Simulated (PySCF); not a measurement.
Identify the unknown among the candidates.

All candidates are C3H12BN.

| technique | computed result |
| --- | --- |
| Rotational structure | rotational constants A, B, C: 7.145, 3.083, 2.396 GHz [PBE0-D3(BJ)/def2-SVP] |
| Dipole | 5.10 D [PBE0/def2-SVPD] |
| UV, first state | lowest singlet excitation: 5.82 eV (213 nm, f = 0.004) [TDDFT PBE0/def2-SVPD] |
| UV, strongest line | among the 6 lowest singlet transitions: S6 at 7.53 eV (165 nm, f = 0.042) [TDDFT PBE0/def2-SVPD] |
| Polarisability | 68.0 au [PBE0/def2-SVPD] |

Electronic properties: PySCF, gas phase, density fitting. Levels stand in brackets. The structure is a single PBE0-D3(BJ)/def2-SVP conformer in the gas phase; no vibrational or solvent corrections.

Question: Which candidate is it?
A. `C[BH2-][NH2+]CC`
B. `[BH3-][NH2+]C(C)C`
C. `CC(C)[BH2-][NH3+]`

Answer: C. It is `CC(C)[BH2-][NH3+]`. Numbering: `[CH3:1][CH:2]([CH3:3])[BH2-:4][NH3+:5]`. The optimised geometry has point group C1 and is an asymmetric top.

The others, at the same levels:
- `[BH3-][NH2+]C(C)C` fails: its computed lowest singlet excitation is 6.57 eV (189 nm, f = 0.011) (against 5.82 eV), smallest rotational constant is 2.572 GHz (against 2.396 GHz) and dipole moment is 5.51 D (against 5.10 D).
- `C[BH2-][NH2+]CC` fails: its computed lowest singlet excitation is 6.22 eV (199 nm, f = 0.002) (against 5.82 eV), rotational constant A is 15.675 GHz (against 7.145 GHz) and smallest rotational constant is 1.816 GHz (against 2.396 GHz).

Each candidate is one conformer, not necessarily the lowest. Dipoles, sizes and rotational constants follow the conformer. The torsions of the flexible species, by atom-mapped SMILES:
- `[CH3:1][CH:2]([CH3:3])[BH2-:4][NH3+:5]`: C1–C2–B4–N5 59°
- `[BH3-:1][NH2+:2][CH:3]([CH3:4])[CH3:5]`: B1–N2–C3–C4 70°
- `[CH3:1][BH2-:2][NH2+:3][CH2:4][CH3:5]`: C1–B2–N3–C4 180°, B2–N3–C4–C5 180°
